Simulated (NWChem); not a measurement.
Two isomers of C₃H₄FNSi, each optimised at PBE0/def2-SVP with NWChem. Flexible species stand in one conformer each, which need not be the lowest. 

A: C(/C=C(\F)[SiH3])#N
B: F[Si@H]1C=CC=N1

**Question.** Which is lower in energy, by how much, and how do their other properties compare?

**Answer.** B is lower by 58.8 kcal/mol in electronic energy; with zero-point energies, B − A = -54.2 kcal/mol.
|  | A | B |
|---|---|---|
| highest occupied level (eV) | -8.13 | -7.58 |
| orbital gap (eV) | 6.28 | 5.26 |
| dipole (D) | 4.67 | 3.04 |
| highest harmonic frequency (cm⁻¹) | 3228 | 3250 |
| zero-point energy (kcal/mol) | 36.9 | 41.6 |
